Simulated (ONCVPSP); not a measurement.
## Cu ONCV: all-electron and pseudo phase curves

| Quantity | Value |
| --- | --- |
| Element | copper (Cu) |
| Generator | ONCVPSP 4.0.1 |
| Type | optimised norm-conserving Vanderbilt (ONCV) |
| Functional | PBE |
| Relativity | scalar-relativistic |
| Frozen core | [Ne] |
| Valence charge | 19 |
| Reference configuration | 3s2 3p6 3d10 4s0.5 4p0.5 |
| Partial waves | 3s+4s: rc 1.10 bohr, ncon 3, nbas 7, qcut 9.2 1/bohr, 2 projectors; 3p+4p: rc 1.25 bohr, ncon 3, nbas 6, qcut 13.7 1/bohr, 2 projectors; 3d: rc 1.10 bohr, ncon 4, nbas 8, qcut 13.2 1/bohr, 2 projectors, debl 3.4 Ha |
| Local potential | polynomial inside 0.75 bohr (lpopt 4, dvloc0 0 Ha) |
| Core correction | none |

The phase is arctan(r·R′/R) of the radial function R(r), unwrapped; energies in Ha, scanned from -6 to 5 Ha. A pole is an energy at which the radial function vanishes at the test radius. The pseudo phase is shifted by a multiple of π to meet the all-electron one at the reference energy, and phase errors are pseudo minus all-electron; the curves can meet again beyond the range given. Levels narrower than the energy grid can be missing from the lists of poles.

For each channel, where are the poles, and over which energies does the pseudopotential scatter like the atom?

```json
{"channel": "s", "radius (bohr)": "1.12", "reference energy (Ha)": "-0.20", "poles, all-electron": "-3.09", "poles, pseudo": "-3.09", "unbroken range about the reference energy with phases within 0.05 rad": "the whole range", "phase error 1 Ha above the reference energy (rad)": "-0.000"}
{"channel": "p", "radius (bohr)": "1.27", "reference energy (Ha)": "-0.05", "poles, all-electron": "-2.02", "poles, pseudo": "-2.02", "unbroken range about the reference energy with phases within 0.05 rad": "the whole range", "phase error 1 Ha above the reference energy (rad)": "+0.000"}
{"channel": "d", "radius (bohr)": "1.12", "reference energy (Ha)": "-0.23", "poles, all-electron": "1.27", "poles, pseudo": "1.27", "unbroken range about the reference energy with phases within 0.05 rad": "the whole range", "phase error 1 Ha above the reference energy (rad)": "+0.000"}
```

Phases in the s channel:

| E (Ha) | all-electron | pseudo |
| --- | --- | --- |
| -5.96 | 0.448 | 0.448 |
| -5.68 | 0.143 | 0.143 |
| -5.40 | -0.252 | -0.252 |
| -5.12 | -0.642 | -0.642 |
| -4.84 | -0.941 | -0.941 |
| -4.56 | -1.145 | -1.145 |
| -4.28 | -1.284 | -1.284 |
| -4.00 | -1.382 | -1.382 |
| -3.72 | -1.456 | -1.456 |
| -3.44 | -1.513 | -1.513 |
| -3.16 | -1.560 | -1.560 |
| -2.88 | -1.599 | -1.599 |
| -2.60 | -1.633 | -1.633 |
| -2.32 | -1.663 | -1.663 |
| -2.04 | -1.691 | -1.691 |
| -1.76 | -1.717 | -1.717 |
| -1.48 | -1.742 | -1.742 |
| -1.20 | -1.766 | -1.766 |
| -0.92 | -1.791 | -1.791 |
| -0.64 | -1.815 | -1.815 |
| -0.36 | -1.841 | -1.841 |
| -0.08 | -1.868 | -1.868 |
| 0.20 | -1.897 | -1.897 |
| 0.48 | -1.928 | -1.928 |
| 0.76 | -1.962 | -1.962 |
| 1.04 | -2.001 | -2.001 |
| 1.32 | -2.044 | -2.044 |
| 1.60 | -2.094 | -2.094 |
| 1.88 | -2.152 | -2.152 |
| 2.16 | -2.220 | -2.221 |
| 2.44 | -2.302 | -2.303 |
| 2.72 | -2.401 | -2.403 |
| 3.00 | -2.520 | -2.523 |
| 3.28 | -2.664 | -2.669 |
| 3.56 | -2.833 | -2.840 |
| 3.84 | -3.024 | -3.033 |
| 4.12 | -3.225 | -3.237 |
| 4.40 | -3.423 | -3.436 |
| 4.68 | -3.604 | -3.618 |
| 4.96 | -3.760 | -3.774 |
